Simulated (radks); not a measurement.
Results of a calculation; reference values are marked as such.
Orbital eigenvalues (eV) of neutral beryllium, [He] 2s2, at several levels of relativity; Dirac values are averaged over j with weights 2j + 1. Spin-unpolarised spherical Kohn-Sham, PBE, point nucleus unless stated (finite: rms radius 2.519 fm), a radial shooting solver on a logarithmic mesh with Libxc functionals. A level marked "c x" has the speed of light scaled by that factor.

shell,non-rel.,scalar-rel.,"Dirac, c x 0.75","Dirac, c x 5","change of magnitude, last against first (%)"
1s,-106.20,-106.21,-106.22,-106.20,0.00
2s,-5.6088,-5.6097,-5.6103,-5.6089,0.00
2p (empty),-2.0194,-2.0183,-2.0174,-2.0193,0.00
